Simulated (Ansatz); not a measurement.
Geometry optimisation of Ni₂H₃⁺.

```yaml
crystal:
  periodic: [false, false, false]
  atoms:
    - {symbol: Ni, position_ang: [-1.520310, -0.779680, 0.536910]}
    - {symbol: Ni, position_ang: [0.137100, 0.029980, -0.076640]}
    - {symbol: H, position_ang: [-2.808190, -0.217830, 0.810340]}
    - {symbol: H, position_ang: [1.950240, 0.471920, -1.001190]}
    - {symbol: H, position_ang: [2.241150, 0.495610, -0.269420]}
basis:
  gaussian: {orbitals: def2-TZVP}
total_charge: 1
hamiltonian: {xc: pbe0, dispersion: d4}
scf: {omitted_lower_state_checks: [starts]}
output: {orbitals: {seedname: orbitals}}
relax: {f_tol: 0.02, max_steps: 100}
```

```sh
$ ansatz run in.yaml --threads 4 --pin off --events-out ev --progress --plain --max-ram 3916MiB
```

Shortened log:

```
Functional definition: PBE0
mean field -82110.87283943 eV, -3017.5189201004 hartree, gradient 6.4e-6 eV, S^2 0.000000; 0 other end points of the search recorded, 0 dependent functions left out
relax step   1: F+E_penalty+E_count = -82110.92200346 eV  Δ(F+E_penalty+E_count) = +0.000e0 eV  max|allowed force component| = 3.559e0 eV/Å  Δτ_max = 0.0000 Å  (165 SCF iters, accepted)
mean field -82111.78953672 eV, -3017.5526081046 hartree, gradient 8.0e-6 eV, S^2 0.000000; 0 other end points of the search recorded, 0 dependent functions left out
relax step   2: F+E_penalty+E_count = -82111.83846418 eV  Δ(F+E_penalty+E_count) = -9.165e-1 eV  max|allowed force component| = 1.585e0 eV/Å  Δτ_max = 0.1948 Å  (110 SCF iters, accepted)
mean field -82112.17444896 eV, -3017.5667533684 hartree, gradient 9.0e-6 eV, S^2 0.000000; 0 other end points of the search recorded, 0 dependent functions left out
relax step   3: F+E_penalty+E_count = -82112.22431157 eV  Δ(F+E_penalty+E_count) = -3.858e-1 eV  max|allowed force component| = 1.072e0 eV/Å  Δτ_max = 0.1967 Å  (106 SCF iters, accepted)
mean field -82112.44446280 eV, -3017.5766761939 hartree, gradient 2.0e-5 eV, S^2 0.000000; 0 other end points of the search recorded, 0 dependent functions left out
relax step   4: F+E_penalty+E_count = -82112.49525177 eV  Δ(F+E_penalty+E_count) = -2.709e-1 eV  max|allowed force component| = 1.000e0 eV/Å  Δτ_max = 0.2000 Å  (106 SCF iters, accepted)
mean field -82112.69614203 eV, -3017.5859252353 hartree, gradient 2.1e-5 eV, S^2 0.000000; 0 other end points of the search recorded, 0 dependent functions left out
relax step   5: F+E_penalty+E_count = -82112.74773061 eV  Δ(F+E_penalty+E_count) = -2.525e-1 eV  max|allowed force component| = 7.614e-1 eV/Å  Δτ_max = 0.1949 Å  (84 SCF iters, accepted)
mean field -82112.95716116 eV, -3017.5955175112 hartree, gradient 1.4e-5 eV, S^2 0.000000; 0 other end points of the search recorded, 0 dependent functions left out
relax step   6: F+E_penalty+E_count = -82113.00893158 eV  Δ(F+E_penalty+E_count) = -2.612e-1 eV  max|allowed force component| = 5.574e-1 eV/Å  Δτ_max = 0.1957 Å  (94 SCF iters, accepted)
mean field -82113.22417672 eV, -3017.6053301521 hartree, gradient 3.0e-5 eV, S^2 0.000000; 0 other end points of the search recorded, 0 dependent functions left out
relax step   7: F+E_penalty+E_count = -82113.27674153 eV  Δ(F+E_penalty+E_count) = -2.678e-1 eV  max|allowed force component| = 4.249e-1 eV/Å  Δτ_max = 0.1957 Å  (95 SCF iters, accepted)
mean field -82113.33916173 eV, -3017.6095557733 hartree, gradient 1.8e-5 eV, S^2 0.000000; 0 other end points of the search recorded, 0 dependent functions left out
relax step   8: F+E_penalty+E_count = -82113.39249115 eV  Δ(F+E_penalty+E_count) = -1.157e-1 eV  max|allowed force component| = 2.071e-1 eV/Å  Δτ_max = 0.1949 Å  (79 SCF iters, accepted)
mean field -82113.34486206 eV, -3017.6097652566 hartree, gradient 2.3e-5 eV, S^2 0.000000; 0 other end points of the search recorded, 0 dependent functions left out
relax step   9: F+E_penalty+E_count = -82113.39837736 eV  Δ(F+E_penalty+E_count) = -5.886e-3 eV  max|allowed force component| = 2.989e-1 eV/Å  Δτ_max = 0.0578 Å  (96 SCF iters, accepted)
mean field -82113.35627984 eV, -3017.6101848523 hartree, gradient 4.2e-5 eV, S^2 0.000000; 0 other end points of the search recorded, 0 dependent functions left out
relax step  10: F+E_penalty+E_count = -82113.41021754 eV  Δ(F+E_penalty+E_count) = -1.184e-2 eV  max|allowed force component| = 1.474e-1 eV/Å  Δτ_max = 0.0725 Å  (68 SCF iters, accepted)
mean field -82113.35889082 eV, -3017.6102808038 hartree, gradient 1.2e-5 eV, S^2 0.000000; 0 other end points of the search recorded, 0 dependent functions left out
relax step  11: F+E_penalty+E_count = -82113.41298050 eV  Δ(F+E_penalty+E_count) = -2.763e-3 eV  max|allowed force component| = 9.574e-2 eV/Å  Δτ_max = 0.0299 Å  (71 SCF iters, accepted)
mean field -82113.35923276 eV, -3017.6102933699 hartree, gradient 1.9e-5 eV, S^2 0.000000; 0 other end points of the search recorded, 0 dependent functions left out
relax step  12: F+E_penalty+E_count = -82113.41335973 eV  Δ(F+E_penalty+E_count) = -3.792e-4 eV  max|allowed force component| = 1.141e-2 eV/Å  Δτ_max = 0.0075 Å  (68 SCF iters, accepted)
mean field -82113.35923276 eV, -3017.6102933699 hartree, gradient 1.9e-5 eV, S^2 0.000000; 0 other end points of the search recorded, 0 dependent functions left out
Total energy: -82113.41339209 eV, -3017.6122836888 hartree
Atom 0 at    -1.102566    -1.221477     0.471712 Å, force    -0.000734     0.011415    -0.001108 eV/Å
Atom 1 at    -0.022878     0.603915    -0.074377 Å, force    -0.006882    -0.006108     0.002338 eV/Å
Atom 2 at    -1.724018     0.139728     0.461603 Å, force     0.006100    -0.005747    -0.000951 eV/Å
Atom 3 at     1.314605     0.185056    -0.823020 Å, force    -0.000656     0.000127    -0.004819 eV/Å
Atom 4 at     1.534847     0.292778    -0.035917 Å, force     0.002171     0.000313     0.004541 eV/Å
Dipole moment:     0.293366    -0.158576    -0.060402 e Å
Checks for a lower state left out: starts
```

Hardware: 4 threads of Arm Neoverse V2 on a shared host. Wall time 29 s.

The structure comes from a short search, and lower isomers may exist.
